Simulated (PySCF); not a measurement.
Spectrum to structure. Level of theory: TDDFT CAM-B3LYP/def2-SVPD, vertical, gas phase, core orbitals frozen in the response in PySCF. Geometries: PBE0-D3(BJ)/def2-SVP, one conformer each. Atoms past krypton carry core potentials; spin–orbit coupling is left out.

```json
{"state": "S1", "E (eV)": "6.22", "f": "0.015"}
{"state": "S2", "E (eV)": "6.59", "f": "0.048"}
{"state": "S3", "E (eV)": "6.75", "f": "0.018"}
{"state": "S4", "E (eV)": "7.42", "f": "0.011"}
{"state": "S5", "E (eV)": "7.49", "f": "0.018"}
{"state": "S6", "E (eV)": "7.51", "f": "0.012"}
{"state": "S7", "E (eV)": "7.71", "f": "0.037"}
{"state": "S8", "E (eV)": "7.89", "f": "0.0094"}
{"state": "S9", "E (eV)": "8.04", "f": "0.014"}
{"state": "S10", "E (eV)": "8.19", "f": "0.030"}
```

Triplets computed (Tamm–Dancoff): 6.00, 6.21, 6.41, 7.18 eV.

Orbital energies (eV): HOMO-3 -10.75, HOMO-2 -10.47, HOMO-1 -8.80, HOMO -8.05, LUMO 1.23, LUMO+1 1.61, LUMO+2 1.79.

Question: Which structure fits?
A. `CCCN[SiH2]N`
B. `C1=NCCC1`
C. `C=[CH][Sn]([SiH3])([SiH3])[CH]=C`

Answer: A. Its S1, at 6.22 eV, is the highest among the candidates; the nearest of the others has S1 at 5.87 eV. S1 is HOMO→LUMO (54%), HOMO→LUMO+1 (22%), HOMO→LUMO+2 (12%). Löwdin shares by element: HOMO nitrogen 54% or more, carbon 16% or more, silicon 10% (atoms not listed hold the other 20%); LUMO silicon 30%, hydrogen 20% or more, nitrogen 10% or more (atoms not listed hold the other 41%). At the same level the other candidates give, for their lowest levels:
- `C=[CH][Sn]([SiH3])([SiH3])[CH]=C`: 5.87 eV (f 0.033); 5.96 eV (f 0.016); 6.09 eV (f 0.064); 6.16 eV (f 0.115); 6.38 eV (f 0.158); T1 4.19 eV; HOMO -8.25, LUMO 0.37 eV
- `C1=NCCC1`: 5.46 eV (f 0.002); 7.30 eV (f 0.028); 7.41 eV (f 0.165); 7.69 eV (f 0.002); 8.26 eV (f 0.007); T1 4.61 eV; HOMO -8.87, LUMO 1.20 eV

Shape of the structure used: `[CH3:1][CH2:2][CH2:3][NH:4][SiH2:5][NH2:6]`: C1–C2–C3–N4 -179°, C2–C3–N4–Si5 94°, C3–N4–Si5–N6 57°, H–N6–Si5–N4 60°, H–N6–Si5–N4 -150°.
